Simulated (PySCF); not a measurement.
C2H8GeN2, SMILES [GeH]([CH]=C)([NH2])[NH2].

Geometry optimised at B3LYP-D3(BJ)/def2-SVP. Other conformers were not sampled.

Two levels are set side by side: PBE/def2-TZVP (PySCF) and M06-2X/def2-TZVP (PySCF). Same geometry, gas phase. Differences are taken from unrounded values.

| quantity | M06-2X |
|---|---|
| orbital gap (eV) | 8.95 |
| highest occupied level (eV) | -8.47 |
| lowest empty level (eV) | 0.48 |
| dipole moment (D) | 1.99 |
| mean polarisability (bohr³) | 67.8 |

Question: What does PBE give, and how far is it from M06-2X? (Estimate from the structure and the level; the computed values follow.)

Answer: 
| quantity | PBE | PBE minus M06-2X |
|---|---|---|
| orbital gap (eV) | 4.25 | -4.71 |
| highest occupied level (eV) | -5.61 | 2.85 |
| lowest empty level (eV) | -1.37 | -1.85 |
| dipole moment (D) | 1.92 | -0.07 |
| mean polarisability (bohr³) | 72.2 | 4.4 |

PBE's occupied levels lie high since its potential decays too fast outside the molecule; exact exchange lowers them and widens the gap. Loosely held outer electrons make PBE densities more polarisable. Differences between two approximate levels are no errors against the true value.

Rough cost on one machine, each run with all the roots and properties that it gave: M06-2X against PBE about 4 times.
